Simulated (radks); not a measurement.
The osmium ion Os6+, configuration [Xe] 4f14 5d2. Method: non-relativistic Kohn-Sham, TPSS, spin-polarised, spherical densities, point nucleus; open shells are filled with parallel spins first (spin-orbit coupling, left out, can overturn this in heavy ions); meta-GGA in the generalised Kohn-Sham scheme; relativity is left out, which matters for an element this heavy; computed with a radial shooting solver on a logarithmic mesh with Libxc functionals.

Normalised radial functions P(r) = r R(r), r in bohr:

r,5s up,4f down
0.0008769,0.0361,0.0000
0.00116,0.0468,0.0000
0.001535,0.0601,0.0000
0.002031,0.0765,0.0000
0.002688,0.0960,0.0000
0.003556,0.1183,0.0000
0.004743,0.1428,0.0000
0.006275,0.1652,0.0000
0.008303,0.1812,0.0000
0.01099,0.1828,0.0001
0.01454,0.1593,0.0004
0.01923,0.0997,0.0010
0.02545,-0.0016,0.0029
0.03367,-0.1337,0.0076
0.04455,-0.2566,0.0194
0.05895,-0.2982,0.0468
0.07799,-0.1835,0.1059
0.1032,0.0904,0.2213
0.1376,0.3779,0.4266
0.1821,0.3865,0.7169
0.241,-0.0059,1.0501
0.3188,-0.5130,1.3184
0.4218,-0.5787,1.3930
0.5582,0.0054,1.2255
0.7385,0.7923,0.8956
0.9771,1.1583,0.5357
1.293,0.9278,0.2529
1.711,0.4571,0.0880
2.263,0.1316,0.0205
2.995,0.0202,0.0028
3.963,0.0014,0.0002

5s up: eigenvalue -152.43 eV, 4 radial nodes at r = 0.0254, 0.0951, 0.240, 0.557 bohr, <r> = 1.08 bohr, 90 % of the charge inside 1.54 bohr. 4f down: eigenvalue -142.09 eV, 0 radial nodes, <r> = 0.537 bohr, 90 % of the charge inside 0.869 bohr.
